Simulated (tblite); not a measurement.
A tight-binding relaxation on `C[CH][Si@H](O)NC` [radical].

Computed with GFN2-xTB geometry optimisation, gas phase (tblite 0.8.0). Start geometry: from a force field or distance geometry. The command runs a driver script over a list of jobs; the input below is this job's line of settings and its coordinates in Å.

Command:
```bash
OMP_NUM_THREADS=1 python probes_run.py task.json out
```

Input:
```
{"job": {"kind": "relax", "xc": "GFN2-xTB", "basis": "xTB"}, "charge": 0, "multiplicity": 2}
C     -1.599900    -1.821900    -0.891400
C     -1.098800    -0.653300    -0.131700
Si     0.643800    -0.477200     0.323300
O      1.013900    -1.258900     1.703500
N      0.951800     1.137000     0.725900
C      0.815700     2.260500    -0.200300
H     -0.838400    -2.564000    -1.109500
H     -2.020700    -1.474300    -1.838900
H     -2.403300    -2.314400    -0.326800
H     -1.780800     0.124700     0.182900
H      1.548900    -0.866500    -0.765300
H      0.511000    -0.967600     2.486600
H      1.888700     1.157600     1.116000
H     -0.198800     2.354900    -0.578700
H      1.501800     2.179300    -1.046400
H      1.057400     3.193100     0.339400
```

Output:
```
step      E/eV     max force
  0    -549.93065    1.782
  1    -549.99454    0.516
  2    -550.01825    0.489
  3    -550.08652    0.487
  4    -550.11333    0.467
  5    -550.13723    0.352
  6    -550.15233    0.331
  7    -550.16607    0.296
  8    -550.17597    0.230
  9    -550.18233    0.156
... (130 lines left out)
140    -550.26972    0.016
141    -550.26976    0.017
142    -550.26980    0.024
143    -550.26988    0.029
144    -550.27001    0.031
145    -550.27018    0.029
146    -550.27030    0.017
147    -550.27036    0.014
148    -550.27038    0.010
149    -550.27039    0.007
```

«max force» is the largest atomic force in eV/Å.

Task: From which step on does the largest force stay under 0.1 eV/Å, and how much energy is left to gain from there?

Result: From step 98 (0.075 eV/Å), 14.2 meV above the end.

Main results: energy lowered by 7.8 kcal/mol over 149 steps; largest atomic force 0.007 eV/Å at the end.

Task: Where do the atoms end?

Result: 0.573 Å rms from the input after alignment:
```
atom  x, y, z in Å
C1    -1.7255   -1.8348   -0.5740
C2    -0.9925   -0.5539   -0.4932
Si3    0.7625   -0.4260    0.0922
O4     1.1045   -1.4921    1.2813
N5     0.9752    1.1674    0.7241
C6     0.8048    2.3632   -0.0630
H7    -1.1692   -2.6382   -0.0983
H8    -1.9102   -2.1121   -1.6171
H9    -2.7094   -1.7517   -0.1031
H10   -1.5057    0.2890   -0.9329
H11    1.7516   -0.8717   -0.8996
H12    0.6292   -1.4451    2.1064
H13    1.7324    1.2749    1.3841
H14   -0.0423    2.2264   -0.7300
H15    1.6838    2.5961   -0.6758
H16    0.6032    3.2174    0.5874
```

The run took 0.73 s on an Arm Neoverse V2 with one thread, no GPU, shared host with 96 logical CPUs at a one-minute load of 73.
Labels such as C1 count atoms from 1, the log's own numbers from 0.
